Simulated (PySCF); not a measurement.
## Correlation energy of Au (gold, neutral)

[Xe] 4f14 5d9 6s2, 2D determinant (an excited configuration). Computed with PySCF 2.14 in def2-TZVPPD with the def2 core potential (60 electrons) (6s5p3d2f1g, 59 functions), with a scalar-relativistic core potential. Frozen: nothing; 19 electrons correlated.

```
  level  correlation energy (mhartree)
   CCSD                        -555.53
    (T)                         -19.40
CCSD(T)                        -574.93
```

Diagnostics: T1 = 0.015, D1 = 0.0597, largest double amplitude 0.048.

Is a single reference adequate?

Yes, within this model without spin-orbit coupling: T1 lies below 0.03 and no double amplitude reaches 0.07.

The basis has no tight functions for the innermost shells, so their pair energies are far from complete.

This basis was not built for core-valence correlation, so the inner-shell part is incomplete.
